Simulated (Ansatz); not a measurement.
This geometry of C$_{3}$H$_{9}$GeN (14 atoms, charge 0, multiplicity 1) is a first-order saddle point.

Computed with RKS PBE0/def2-mTZVP in Ansatz.

```xyz
14
Properties=species:S:1:pos:R:3
C -2.330 -0.357 0.706
C -1.363 -0.128 -0.177
C -0.161 -0.973 -0.386
Ge 1.483 -0.079 0.258
N 1.768 1.529 -0.557
H -3.166 0.324 0.820
H -2.323 -1.234 1.346
H -1.422 0.768 -0.793
H -0.010 -1.182 -1.450
H -0.254 -1.933 0.131
H 1.348 0.188 1.770
H 2.699 -0.981 -0.049
H 2.288 1.631 -1.411
H 1.431 2.398 -0.179
```

Problem. Which two structures does it join? (They come from a converged band through this point; their orientation in space is the band's.)

Solution. No bond is made or broken. The height of N5 over the plane of its neighbours goes from -0.34 to 0.32 Å.

Image 0:

```xyz
14
Properties=species:S:1:pos:R:3
C -2.365 -0.524 0.670
C -1.383 -0.168 -0.150
C -0.126 -0.931 -0.370
Ge 1.450 0.045 0.296
N 1.559 1.634 -0.645
H -3.246 0.094 0.799
H -2.328 -1.446 1.243
H -1.466 0.770 -0.695
H 0.042 -1.104 -1.439
H -0.163 -1.909 0.117
H 1.283 0.431 1.777
H 2.707 -0.850 0.128
H 1.990 1.554 -1.559
H 2.032 2.376 -0.143
```

Image 6:

```xyz
14
Properties=species:S:1:pos:R:3
C -2.281 -0.264 0.684
C -1.324 -0.095 -0.222
C -0.140 -0.971 -0.411
Ge 1.518 -0.128 0.277
N 1.872 1.558 -0.383
H -3.103 0.437 0.779
H -2.283 -1.112 1.363
H -1.379 0.775 -0.876
H 0.019 -1.192 -1.471
H -0.268 -1.925 0.109
H 1.397 0.021 1.804
H 2.729 -1.005 -0.107
H 2.040 1.607 -1.381
H 1.190 2.265 -0.135
```

Problem. How far does it lie above each of them?

Solution. 1.3 kcal/mol above the first and 1.1 kcal/mol above the second. This is the barrier of this one path; another mechanism may lie lower.

The run took 2.1 min on 2 threads of Intel(R) Xeon(R) 6975P-C (Granite Rapids), with other jobs on the host, peak memory 0.43 GiB.
